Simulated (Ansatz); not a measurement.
Ansatz (a first-principles code) input (B3LYP-D3(BJ)/def2-TZVP):

Ansatz 0.2 input:
```yaml
crystal:
  periodic: [false, false, false]
  atoms:
    - {symbol: Bi, position_ang: [-0.00000000, -0.00000000, -0.66894047]}
    - {symbol: B, position_ang: [0.00000000, 0.00000000, 1.37460998]}
    - {symbol: B, position_ang: [0.00000000, 0.00000000, 2.98974736]}
    - {symbol: O, position_ang: [0.00000000, 0.00000000, 4.21253402]}
basis:
  gaussian:
    orbitals: def2-TZVP
hamiltonian:
  xc: b3lyp
  dispersion: d3bj
total_charge: -1
phonons: {temperatures: {t_min: 298.15, t_max: 298.15, t_step: 100}}
```

Output:

```
Functional definition: B3LYP
integrals: 0.05 GiB planned
894 factors; their error is unknown
mean field: 0.50 GiB planned
mean field evaluation 1: about -9243.9698 eV, gradient 2.7e1 eV
mean field evaluation 2: about -9234.3812 eV, gradient 5.8e1 eV
mean field evaluation 4: about -9245.8117 eV, gradient 5.6e0 eV
mean field evaluation 8: about -9245.8759 eV, gradient 3.6e-2 eV
mean field evaluation 16: about -9245.9362 eV, gradient 6.3e-5 eV
mean field -9245.93618945 eV, -339.7818878417 hartree, gradient 6.3e-5 eV, S^2 0.000000; 0 other end points of the search recorded, 0 dependent functions left out
the calculation of the forces begins
reference -9245.93639700 eV, -339.7818954690 hartree; 21, 21 occupied and 122, 122 virtual orbitals, 894 factors
these checks for a lower state are left out or cut short: stability, starts, cluster_reference, orbital_swaps, neighbouring_geometries, increment
integrals: 0.05 GiB planned
894 factors; their error is unknown
mean field: 0.50 GiB planned
mean field -9245.93618875 eV, -339.7818878160 hartree, gradient 3.0e-6 eV, S^2 0.000000; 0 other end points of the search recorded, 0 dependent functions left out
the calculation of the forces begins
reference -9245.93639630 eV, -339.7818954433 hartree; 21, 21 occupied and 122, 122 virtual orbitals, 894 factors
these checks for a lower state are left out or cut short: stability, starts, cluster_reference, orbital_swaps, neighbouring_geometries, increment
integrals: 0.05 GiB planned
894 factors; their error is unknown
mean field: 0.50 GiB planned
mean field evaluation 32: about -9245.9362 eV, gradient 3.0e-6 eV
mean field -9245.93618875 eV, -339.7818878160 hartree, gradient 3.0e-6 eV, S^2 0.000000; 0 other end points of the search recorded, 0 dependent functions left out
the calculation of the forces begins
reference -9245.93639630 eV, -339.7818954433 hartree; 21, 21 occupied and 122, 122 virtual orbitals, 894 factors
these checks for a lower state are left out or cut short: stability, starts, cluster_reference, orbital_swaps, neighbouring_geometries, increment
integrals: 0.05 GiB planned
894 factors; their error is unknown
mean field: 0.50 GiB planned
mean field -9245.93618875 eV, -339.7818878160 hartree, gradient 3.0e-6 eV, S^2 0.000000; 0 other end points of the search recorded, 0 dependent functions left out
the calculation of the forces begins
reference -9245.93639630 eV, -339.7818954433 hartree; 21, 21 occupied and 122, 122 virtual orbitals, 894 factors
these checks for a lower state are left out or cut short: stability, starts, cluster_reference, orbital_swaps, neighbouring_geometries, increment
integrals: 0.05 GiB planned
894 factors; their error is unknown
mean field: 0.51 GiB planned
mean field -9245.93618875 eV, -339.7818878160 hartree, gradient 3.0e-6 eV, S^2 0.000000; 0 other end points of the search recorded, 0 dependent functions left out
the calculation of the forces begins
reference -9245.93639630 eV, -339.7818954433 hartree; 21, 21 occupied and 122, 122 virtual orbitals, 894 factors
these checks for a lower state are left out or cut short: stability, starts, cluster_reference, orbital_swaps, neighbouring_geometries, increment
integrals: 0.05 GiB planned
894 factors; their error is unknown
mean field: 0.51 GiB planned
mean field -9245.93602887 eV, -339.7818819405 hartree, gradient 3.0e-6 eV, S^2 0.000000; 0 other end points of the search recorded, 0 dependent functions left out
the calculation of the forces begins
reference -9245.93623638 eV, -339.7818895663 hartree; 21, 21 occupied and 122, 122 virtual orbitals, 894 factors
these checks for a lower state are left out or cut short: stability, starts, cluster_reference, orbital_swaps, neighbouring_geometries, increment
integrals: 0.05 GiB planned
[...]
mean field: 0.50 GiB planned
mean field evaluation 96: about -9245.9362 eV, gradient 3.0e-6 eV
mean field -9245.93618207 eV, -339.7818875703 hartree, gradient 3.0e-6 eV, S^2 0.000000; 0 other end points of the search recorded, 0 dependent functions left out
the calculation of the forces begins
reference -9245.93638962 eV, -339.7818951977 hartree; 21, 21 occupied and 122, 122 virtual orbitals, 894 factors
these checks for a lower state are left out or cut short: stability, starts, cluster_reference, orbital_swaps, neighbouring_geometries, increment
integrals: 0.05 GiB planned
894 factors; their error is unknown
mean field: 0.51 GiB planned
mean field -9245.93604412 eV, -339.7818825009 hartree, gradient 3.0e-6 eV, S^2 0.000000; 0 other end points of the search recorded, 0 dependent functions left out
the calculation of the forces begins
reference -9245.93625166 eV, -339.7818901279 hartree; 21, 21 occupied and 122, 122 virtual orbitals, 894 factors
these checks for a lower state are left out or cut short: stability, starts, cluster_reference, orbital_swaps, neighbouring_geometries, increment
integrals: 0.05 GiB planned
894 factors; their error is unknown
mean field: 0.51 GiB planned
mean field -9245.93606241 eV, -339.7818831730 hartree, gradient 3.0e-6 eV, S^2 0.000000; 0 other end points of the search recorded, 0 dependent functions left out
the calculation of the forces begins
reference -9245.93626997 eV, -339.7818908007 hartree; 21, 21 occupied and 122, 122 virtual orbitals, 894 factors
these checks for a lower state are left out or cut short: stability, starts, cluster_reference, orbital_swaps, neighbouring_geometries, increment
integrals: 0.05 GiB planned
894 factors; their error is unknown
mean field: 0.50 GiB planned
mean field -9245.93617107 eV, -339.7818871663 hartree, gradient 3.0e-6 eV, S^2 0.000000; 0 other end points of the search recorded, 0 dependent functions left out
the calculation of the forces begins
reference -9245.93637862 eV, -339.7818947936 hartree; 21, 21 occupied and 122, 122 virtual orbitals, 894 factors
these checks for a lower state are left out or cut short: stability, starts, cluster_reference, orbital_swaps, neighbouring_geometries, increment
integrals: 0.05 GiB planned
894 factors; their error is unknown
mean field: 0.51 GiB planned
mean field evaluation 128: about -9245.9362 eV, gradient 3.0e-6 eV
mean field -9245.93617107 eV, -339.7818871663 hartree, gradient 3.0e-6 eV, S^2 0.000000; 0 other end points of the search recorded, 0 dependent functions left out
the calculation of the forces begins
reference -9245.93637862 eV, -339.7818947936 hartree; 21, 21 occupied and 122, 122 virtual orbitals, 894 factors
these checks for a lower state are left out or cut short: stability, starts, cluster_reference, orbital_swaps, neighbouring_geometries, increment
integrals: 0.05 GiB planned
894 factors; their error is unknown
mean field: 0.50 GiB planned
mean field -9245.93617107 eV, -339.7818871663 hartree, gradient 3.0e-6 eV, S^2 0.000000; 0 other end points of the search recorded, 0 dependent functions left out
the calculation of the forces begins
reference -9245.93637862 eV, -339.7818947936 hartree; 21, 21 occupied and 122, 122 virtual orbitals, 894 factors
these checks for a lower state are left out or cut short: stability, starts, cluster_reference, orbital_swaps, neighbouring_geometries, increment
integrals: 0.05 GiB planned
894 factors; their error is unknown
mean field: 0.51 GiB planned
mean field -9245.93617107 eV, -339.7818871663 hartree, gradient 3.0e-6 eV, S^2 0.000000; 0 other end points of the search recorded, 0 dependent functions left out
the calculation of the forces begins
reference -9245.93637862 eV, -339.7818947936 hartree; 21, 21 occupied and 122, 122 virtual orbitals, 894 factors
these checks for a lower state are left out or cut short: stability, starts, cluster_reference, orbital_swaps, neighbouring_geometries, increment
integrals: 0.05 GiB planned
894 factors; their error is unknown
mean field: 0.51 GiB planned
mean field -9245.93595177 eV, -339.7818791071 hartree, gradient 3.0e-6 eV, S^2 0.000000; 0 other end points of the search recorded, 0 dependent functions left out
the calculation of the forces begins
reference -9245.93615934 eV, -339.7818867351 hartree; 21, 21 occupied and 122, 122 virtual orbitals, 894 factors
these checks for a lower state are left out or cut short: stability, starts, cluster_reference, orbital_swaps, neighbouring_geometries, increment
integrals: 0.05 GiB planned
894 factors; their error is unknown
mean field: 0.51 GiB planned
mean field evaluation 160: about -9245.9358 eV, gradient 3.0e-6 eV
mean field -9245.93582783 eV, -339.7818745523 hartree, gradient 3.0e-6 eV, S^2 0.000000; 0 other end points of the search recorded, 0 dependent functions left out
the calculation of the forces begins
reference -9245.93603536 eV, -339.7818821789 hartree; 21, 21 occupied and 122, 122 virtual orbitals, 894 factors
these checks for a lower state are left out or cut short: stability, starts, cluster_reference, orbital_swaps, neighbouring_geometries, increment
integrals: 0.05 GiB planned
894 factors; their error is unknown
mean field: 0.50 GiB planned
mean field -9245.93618413 eV, -339.7818876461 hartree, gradient 3.0e-6 eV, S^2 0.000000; 0 other end points of the search recorded, 0 dependent functions left out
the calculation of the forces begins
reference -9245.93639168 eV, -339.7818952734 hartree; 21, 21 occupied and 122, 122 virtual orbitals, 894 factors
these checks for a lower state are left out or cut short: stability, starts, cluster_reference, orbital_swaps, neighbouring_geometries, increment
integrals: 0.05 GiB planned
894 factors; their error is unknown
mean field: 0.50 GiB planned
mean field -9245.93618413 eV, -339.7818876461 hartree, gradient 3.0e-6 eV, S^2 0.000000; 0 other end points of the search recorded, 0 dependent functions left out
the calculation of the forces begins
reference -9245.93639168 eV, -339.7818952734 hartree; 21, 21 occupied and 122, 122 virtual orbitals, 894 factors
these checks for a lower state are left out or cut short: stability, starts, cluster_reference, orbital_swaps, neighbouring_geometries, increment
integrals: 0.05 GiB planned
894 factors; their error is unknown
mean field: 0.50 GiB planned
mean field -9245.93618413 eV, -339.7818876461 hartree, gradient 3.0e-6 eV, S^2 0.000000; 0 other end points of the search recorded, 0 dependent functions left out
the calculation of the forces begins
reference -9245.93639168 eV, -339.7818952734 hartree; 21, 21 occupied and 122, 122 virtual orbitals, 894 factors
these checks for a lower state are left out or cut short: stability, starts, cluster_reference, orbital_swaps, neighbouring_geometries, increment
integrals: 0.05 GiB planned
894 factors; their error is unknown
mean field: 0.50 GiB planned
mean field evaluation 192: about -9245.9362 eV, gradient 3.0e-6 eV
mean field -9245.93618413 eV, -339.7818876461 hartree, gradient 3.0e-6 eV, S^2 0.000000; 0 other end points of the search recorded, 0 dependent functions left out
the calculation of the forces begins
reference -9245.93639168 eV, -339.7818952734 hartree; 21, 21 occupied and 122, 122 virtual orbitals, 894 factors
these checks for a lower state are left out or cut short: stability, starts, cluster_reference, orbital_swaps, neighbouring_geometries, increment
integrals: 0.05 GiB planned
894 factors; their error is unknown
mean field: 0.51 GiB planned
mean field -9245.93598409 eV, -339.7818802948 hartree, gradient 3.0e-6 eV, S^2 0.000000; 0 other end points of the search recorded, 0 dependent functions left out
the calculation of the forces begins
reference -9245.93619167 eV, -339.7818879233 hartree; 21, 21 occupied and 122, 122 virtual orbitals, 894 factors
these checks for a lower state are left out or cut short: stability, starts, cluster_reference, orbital_swaps, neighbouring_geometries, increment
integrals: 0.05 GiB planned
894 factors; their error is unknown
mean field: 0.51 GiB planned
mean field -9245.93590441 eV, -339.7818773666 hartree, gradient 3.0e-6 eV, S^2 0.000000; 0 other end points of the search recorded, 0 dependent functions left out
the calculation of the forces begins
reference -9245.93611193 eV, -339.7818849928 hartree; 21, 21 occupied and 122, 122 virtual orbitals, 894 factors
Total energy: -9246.13118524 eV, -339.7890538047 hartree
Atom 0 at    -0.000000    -0.000000    -0.668940 Å, force    -0.000000     0.000000    -0.000131 eV/Å
Atom 1 at     0.000000     0.000000     1.374610 Å, force     0.000000    -0.000000     0.000057 eV/Å
Atom 2 at     0.000000     0.000000     2.989747 Å, force     0.000000    -0.000000     0.000327 eV/Å
Atom 3 at     0.000000     0.000000     4.212534 Å, force     0.000000    -0.000000    -0.000253 eV/Å
Dipole moment:    -0.000000    -0.000000    -1.387865 e Å
Vibrations: 125.56 125.56 334.21 470.26 470.26 1077.04 1897.33 cm⁻¹, zero-point energy 0.278978 eV
```

It need not be the lowest isomer of its formula.
